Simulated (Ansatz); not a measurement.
CH$_{3}$BO$_{2}$S, SMILES `SC1OBO1` at its PBE0-D4/def2-TZVP geometry, where that method's forces vanish. Total charge 0; spin multiplicity 1.

```xyz
8

S     1.4788    0.8408    0.9337
C     0.1247   -0.2049    0.3998
O     0.4591   -0.8613   -0.8145
B    -0.6586   -0.2074   -1.3067
O    -1.0092    0.4665   -0.1560
H     0.9447    1.1048    2.1372
H    -0.1787   -0.8984    1.1854
H    -1.1609   -0.2403   -2.3789
```

Question: What forces (eV/Å) does r2SCAN-D4/def2-TZVPP give on these atoms in Ansatz 0.2.0? (Best estimate.)

Answer: Computed: 
```
S1   0.159  0.109  0.030
C2   0.068 -0.132  0.365
O3   0.306 -0.290 -0.234
B4  -0.126  0.001 -0.265
O5  -0.403  0.317  0.045
H6  -0.009 -0.003  0.016
H7  -0.013  0.001 -0.001
H8   0.019 -0.003  0.045
```
